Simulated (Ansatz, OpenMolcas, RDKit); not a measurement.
**AlCl2F (SMILES [F][Al]([Cl])[Cl]): the HOMO–LUMO gap, rung by rung**

The species is AlCl2F (4 atoms), meant as a singlet with charge 0. As SMILES, `[F][Al]([Cl])[Cl]`. The shape is that of a PBE0-D4/def2-TZVP optimisation.

Quantity: the HOMO–LUMO gap, in eV. The values are calculated.

| level | kind | program | value (eV) | CPU time |
| --- | --- | --- | --- | --- |
| extended Hückel | semi-empirical | RDKit | 10.68 | under 2 s |
| HF/def2-SVPD | Hartree–Fock | Ansatz | 13.84 | 2.3 s |
| SVWN5/def2-SVPD | LDA | OpenMolcas | 5.82 | 21 s |
| BLYP/def2-SVPD | GGA | OpenMolcas | 5.80 | 30 s |
| TPSS/def2-SVPD | meta-GGA | OpenMolcas | 6.28 | 32 s |
| BHLYP/def2-SVPD | global hybrid | Ansatz | 10.12 | 6.3 s |
| wB97M-V/def2-SVPD | range-separated hybrid | Ansatz | 11.79 | 43 s |
| B2PLYP/def2-SVPD | double hybrid | OpenMolcas | 10.32 | 26 s |

The values span 5.80 to 13.84 eV. Orbital gaps aren't excitation energies, and those of double hybrids come from the SCF part alone; they tend to grow with the share of exact exchange. CPU times are rough (shared hosts, several kinds of processor): they show what a rung costs within a factor of a few.
